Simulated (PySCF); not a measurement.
A structure optimised at PBE-D3(BJ)/def2-SVP, used in a PySCF frequency run:

```
C
H 1 1.1078
H 1 1.1078 2 109.33
H 1 1.1099 2 109.07 3 119.18
Si 1 1.8881 2 110.18 4 119.60
Cl 5 2.0923 1 108.41 2 -60.54
Cl 5 2.0923 1 108.41 2 -178.74
```
Charge 0, spin multiplicity 2.

Task: Write its SMILES, formula and point group.

Result: C[Si](Cl)Cl, CH₃Cl₂Si, Cs

Task: What are its rotational constants (standard atomic weights)?

Result: 4.3524, 2.3087, 1.6198 GHz
